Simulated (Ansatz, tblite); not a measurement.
Removing and adding an electron: Al(PH3)Cl3 (AlPH₃Cl₃). Total charge 0; singlet. Geometry: PBE-D4/def2-SVP. Ansatz, gas phase; energy differences of separate SCF runs; the oxidised species was run as a doublet alone; the reduced species was run as a doublet alone.

```
atom   x (Å)   y (Å)   z (Å)
 Al1  -1.047   0.283  -0.839
  P2   0.854  -0.231   0.681
  H3   1.263  -1.592   0.805
  H4   0.713   0.109   2.059
  H5   2.115   0.379   0.408
 Cl6  -2.523  -0.951   0.065
 Cl7  -0.201  -0.374  -2.674
 Cl8  -1.174   2.377  -0.505
```

The xTB rows come from tblite. B3LYP takes the VWN-RPA correlation. HOMO above LUMO, or a gap near zero within one spin, warns that the state may not be the lowest or that an electron is smeared out.

| level | −HOMO (eV) | vertical IE (eV) | −LUMO (eV) | vertical EA (eV) | HOMO–LUMO gap (eV) | IE − EA (eV) | remarks |
| --- | --- | --- | --- | --- | --- | --- | --- |
| GFN1-xTB | 12.68 | 14.91 | 7.17 | 4.74 | 5.51 | 10.16 | – |
| GFN2-xTB | 11.34 | 13.88 | 6.74 | 4.26 | 4.60 | 9.62 | – |
| PBE-D4/def2-TZVP | 7.26 | 9.99 | 1.73 | – | 5.53 | – | gap within one spin near zero (+1 doublet) |
| PBE-D4/def2-TZVPD | 7.34 | – | 1.80 | -0.10 | 5.54 | – | HOMO above zero (-1 doublet) |
| B3LYP-D4/def2-TZVP | 8.37 | 10.47 | 1.04 | – | 7.33 | – | – |
| B3LYP-D4/def2-TZVPD | 8.44 | – | 1.11 | -0.15 | 7.33 | – | HOMO above zero (-1 doublet) |
| PBE0-D4/def2-TZVP | 8.66 | 10.57 | 0.85 | – | 7.81 | – | – |
| PBE0-D4/def2-TZVPD | 8.71 | – | 0.91 | -0.28 | 7.80 | – | HOMO above zero (-1 doublet) |

   A HOMO above zero means that the electron is unbound at that level or that self-interaction error raises the level; the energy of removing that electron tells which. Raw xTB energy differences between charge states are shifted by several eV; the methods need an empirical correction for them. A negative affinity means that the extra electron isn't bound; its size then hangs on the basis.
